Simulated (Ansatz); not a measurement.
Calculated with Ansatz (gas phase, PBE0-D4/def2-TZVP geometries, no zero-point term in ΔE). CCSD(T)/CBS adds triple-zeta CCSD(T) − MP2 to the extrapolated MP2 energy (def2 sets, frozen cores). This one scheme is used for every species. Double bonds are as drawn, so ΔE can hold a change between cis and trans. DFT in def2-TZVPP. For Ga outer-core shells are correlated without core-valence functions, which leaves a few kJ/mol of doubt a bond. Scalar relativity is left out up to krypton.

Consider the substitution at a C–Ga bond: `[SiH3]/C=[CH]\[GaH2]` + HCl → `[SiH3]/C=C/Cl` + `[GaH3]`.

`[SiH3]/C=[CH]\[GaH2]`:

Z-matrix (Å, degrees):
```
Si
C 1 1.846
H 1 1.522 2 103.1
H 1 1.486 2 115.7 3 -115.7
H 1 1.486 2 115.7 3 115.6
C 2 1.340 1 115.8 3 -0.2
H 2 1.090 1 122.7 3 179.8
Ga 6 1.983 2 119.1 1 -0.1
H 6 1.092 2 118.4 1 180.0
H 8 1.570 6 119.4 2 94.8
H 8 1.570 6 119.4 2 -94.3
```

HCl:

Cartesian coordinates in Å:
```
Cl -0.399 0.215 -0.451
H 0.399 -0.215 0.451
```

`[SiH3]/C=C/Cl`:

```xyz
9

Si    0.906   -0.956   -0.306
C    -0.437    0.018    0.532
C    -0.849    1.178    0.042
Cl   -2.087    2.141    0.758
H     1.351   -0.210   -1.513
H     2.059   -1.151    0.611
H     0.405   -2.297   -0.708
H    -0.902   -0.357    1.440
H    -0.447    1.633   -0.856
```

`[GaH3]`:

Z-matrix (Å, degrees):
```
Ga
H 1 1.568
H 1 1.568 2 120.0
H 1 1.568 2 120.0 3 -179.9
```

```tsv
level	ΔE (kcal/mol)
r2SCAN0-D4	10.5
r2SCANh	9.9
```

Task: What does CCSD(T)/CBS give? (Best estimate.)

Result: Ansatz gave: +12.9 kcal/mol. The listed levels differ from it by -2.4, -3.0 kcal/mol.

Task: What do rigid-rotor, harmonic-oscillator terms from PBE0-D4/def2-TZVP frequencies (298.15 K, 1 bar) make of the CCSD(T)/CBS value? (An estimate is asked.)

Result: Ansatz gave: ΔZPE = -0.3 kcal/mol, ΔH = +12.5 kcal/mol, ΔS = 12 J/(mol·K), ΔG = +11.6 kcal/mol.

Largest T1 diagnostic among the species: 0.013.

From BLYP to BHLYP (50 % exact exchange), in def2-TZVPP and without D4, ΔE moves by +1.7 kcal/mol. In def2-TZVPP, CCSD(T) changes the Hartree–Fock value by +5.9 kcal/mol (the triples alone add +0.4 kcal/mol) and MP2 by +5.8 kcal/mol.
